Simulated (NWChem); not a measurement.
Molecule: CH3F3Zr; SMILES [CH3][Zr]([F])([F])[F]

Results from NWChem. Medium grid unless said otherwise, to which SCAN and Minnesota functionals are sensitive. Structure relaxed at the PBE0/def2-SVP level. Not confirmed as a minimum by frequencies. def2 effective core potentials on Zr; no spin-orbit coupling. Total energies of different functionals are on different scales.

| level | energy (Ha) | highest occupied level (eV) | orbital gap (eV) | dipole (D) |
|---|---|---|---|---|
| B3LYP/def2-SVP | -386.5054 | -8.09 | 6.70 | 1.08 |
| PBE/def2-SVP | -386.1654 | -6.93 | 4.90 | 1.01 |
| LC-wPBE (HJS exchange hole, range parameter 0.4 per bohr)/def2-SVP | -386.2899 | -11.13 | 12.45 | 0.86 |
| KT2/def2-SVP | -391.1130 | -7.06 | 4.77 | 1.09 |
| PW6B95/def2-SVP | -386.8362 | -8.45 | 7.29 | 1.10 |
| B97-D/def2-SVP | -386.4303 | -6.92 | 4.82 | 1.04 |
| MPW1K/def2-SVP | -386.3672 | … | … | … |
| r2SCAN/def2-SVP | -386.3634 | -7.28 | 5.39 | 1.06 |

### Question
Complete the blanks.

### Answer

- MPW1K/def2-SVP, highest occupied level (eV): -9.45
- MPW1K/def2-SVP, orbital gap (eV): 8.86
- MPW1K/def2-SVP, dipole (D): 1.16
